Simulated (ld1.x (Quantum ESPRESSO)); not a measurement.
# Reading a pseudo-wave (Cl (Z = 17))

Columns: radius, all-electron u(r) and pseudo u(r) of the 3s shell (level -26.19 eV) of chlorine in the configuration [Ne] 3s2 3p4.5; PBE, scalar-relativistic, ultrasoft scheme, ld1.x (Quantum ESPRESSO) 7.5.

```
r (bohr)  all-electron  pseudo
   0.075        0.1860  0.0640
   0.150       -0.1280  0.1284
   0.225       -0.3671  0.1934
   0.300       -0.4423  0.2594
   0.375       -0.3857  0.3262
   0.450       -0.2482  0.3936
   0.525       -0.0722  0.4611
   0.600        0.1129  0.5279
   0.675        0.2887  0.5929
   0.750        0.4451  0.6551
   0.825        0.5774  0.7129
   0.900        0.6847  0.7651
   0.975        0.7677  0.8102
   1.050        0.8278  0.8468
   1.125        0.8675  0.8739
   1.200        0.8892  0.8905
   1.275        0.8960  0.8960
   1.350        0.8903  0.8903
   1.425        0.8747  0.8747
   1.500        0.8512  0.8512
   1.575        0.8218  0.8218
   1.650        0.7880  0.7880
   1.725        0.7514  0.7514
   1.800        0.7129  0.7129
   1.875        0.6734  0.6734
   1.950        0.6338  0.6338
```

Problem. How many radial nodes do the two functions have?

Solution. The all-electron 3s function has n − l − 1 = 2; the pseudo-wave has 0, since the states of the same l below it are removed with the core.

Problem. At about which radius was the pseudo-wave matched?

Solution. 1.30 bohr, where the columns begin to agree (steps of 0.07 bohr).

Problem. Where does each function peak?

Solution. Outermost all-electron maximum near 1.27 bohr, pseudo maximum near 1.27 bohr (to the table’s step).

Problem. Is the pseudo-wave norm-conserving?

Solution. No, it belongs to an ultrasoft set: the norm inside the radius is not constrained, and the difference is carried by the augmentation charge.
